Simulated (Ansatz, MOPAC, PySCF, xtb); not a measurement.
Noncovalent pair: C2H4 (SMILES C=C) (first 6 atoms) with H2S (SMILES S); geometry from B3LYP-D3(BJ)/def2-TZVP, rigid monomers moved along the line of their centres of mass till C2···H8 is 3.09 Å.
(charge 0, multiplicity 1):
```xyz
9

C     -0.1732    -0.6733     0.0048
C     -0.0518     0.6397     0.1424
H     -1.1373    -1.1648     0.0548
H      0.6864    -1.3106    -0.1635
H      0.9122     1.1313     0.0924
H     -0.9116     1.2770     0.3107
S      0.5072    -0.5046     4.3699
H      0.3197    -0.3581     3.0462
H     -0.8060    -0.4034     4.6299
```

Counterpoise-corrected where a basis set is named; no monomer relaxation.

The state that AM1 reach isn't checked.

Run with Ansatz (Gaussian basis) for Hartree–Fock, density functionals and correlated methods; MOPAC for AM1 (differences of heats of formation); PySCF for the dispersion terms; xtb for the GFN methods. 

Question: One of these levels gives -0.23 kcal/mol for the interaction energy. Which?
A. GFN-FF
B. AM1
C. r2SCAN-D3(BJ)/def2-TZVPPD

Answer: B, AM1. The others give -1.01 (GFN-FF), -1.46 (r2SCAN-D3(BJ)/def2-TZVPPD)

Ansatz is a quantum-chemistry and plane-wave program.
